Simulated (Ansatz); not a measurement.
C6H16F2N2Zr can be A, `CC(C)[NH][Zr]([F])([F])[NH]C(C)C`, or B, `C[N](C)[Zr]([F])([F])[NH]C(C)(C)C`.

Gas-phase electronic energies from Ansatz, PBE0-D4/def2-TZVP geometries. CCSD(T)/CBS adds triple-zeta CCSD(T) − MP2 to the extrapolated MP2 energy (def2 sets, frozen cores). Functionals use def2-TZVPP. B3LYP here is the variant with VWN-RPA as its local correlation; programs differ in this. Elements past krypton have def2 core potentials. For Zr outer-core shells are correlated without core-valence functions, which leaves a few kJ/mol of doubt a bond. Each species was taken in one conformer, which may not be the lowest.

**Question.** Which isomer does CCSD(T)/CBS put lower? Give the gap. (Estimate.)

**Answer.** Computed: A, by 34.3 kJ/mol.

**Question.** Give E(B) − E(A) in kJ/mol with B3LYP, ωB97M-V, PBE-D4, CCSD/def2-TZVPP, B2PLYP, PBE0-D4, CCSD(T)/def2-SVP. (Best estimate.)

**Answer.** The calculation gave: B3LYP 36.2, ωB97M-V 34.4, PBE-D4 30.6, CCSD/def2-TZVPP 33.3, B2PLYP 33.6, PBE0-D4 33.0, CCSD(T)/def2-SVP 25.1. None reverses the order clearly.

Largest T1 diagnostic: 0.015.

At CCSD(T), def2-SVP lies −9.2 kJ/mol from the extrapolated value and def2-TZVPP −3.3 kJ/mol. In def2-TZVPP, CCSD(T) changes the Hartree–Fock value by −9.7 kJ/mol (the triples alone add −2.3 kJ/mol) and MP2 by −11.9 kJ/mol.
